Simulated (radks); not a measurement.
Species: Fe2+. Configuration: [Ar] 3d6.

Method: non-relativistic Kohn-Sham, PBE, spin-polarised, spherical densities, point nucleus; open shells are filled with parallel spins first; hard spherical wall at 12 bohr; computed with a radial shooting solver on a logarithmic mesh with Libxc functionals.

Energy parts (eV):
| part | energy |
|---|---|
| total | -34355.371 |
| kinetic | 34329.386 |
| electron-nucleus | -81318.369 |
| Hartree | 14127.535 |
| exchange-correlation | -1493.923 |

Orbitals (lengths in bohr, moments of r in powers of bohr; r(max) is where P^2 peaks):
orbital  occ.  eigenvalue (eV)   <1/r>   r(max)     <r^2>      <r>
1s up       1        -6951.109   25.52  0.03896  0.004690  0.05915
1s down     1        -6951.123   25.52  0.03896  0.004690  0.05914
2s up       1        -824.6608   5.460   0.2253   0.08616   0.2702
2s down     1        -822.7096   5.469   0.2251   0.08587   0.2698
2p up       3        -713.9559   5.413   0.1810   0.06893   0.2369
2p down     3        -712.5034   5.421   0.1809   0.06864   0.2365
3s up       1        -111.8738   1.722   0.7084    0.7746   0.8193
3s down     1        -107.5053   1.715   0.7093    0.7805   0.8221
3p up       3         -79.5563   1.598   0.7165    0.8710   0.8598
3p down     3         -75.2574   1.587   0.7180    0.8833   0.8651
3d up       5         -27.3549   1.253   0.7072     1.447    1.059
3d down     1         -23.4057   1.216   0.7163     1.617    1.110
4s up       0         -20.4694  0.5228    2.175     7.069    2.498
4s down     0         -19.0432  0.5040    2.234     7.510    2.574
4p up       0         -14.6206  0.4370    2.565     9.927    2.955
4p down     0         -13.5163  0.4185    2.645     10.73    3.070

The highest occupied level is 3d down at -23.406 eV. The density falls to 0.001 e/bohr^3 at r = 3.03 bohr. The pressure on the wall is 3.10e-09 GPa. The spin density at the nucleus is -0.876 e/bohr^3 (1s -0.019, 2s -1.647, 3s 0.790), a Fermi contact field of -45.9 T. Spin moment in Bohr magnetons: 4. The electron density at the nucleus is 1.191e+04 e/bohr^3. Summed over all electrons, <r^2> = 16.27 bohr^2, which gives a Langevin (diamagnetic) susceptibility term of -12.9 x 10^-6 cm^3/mol.
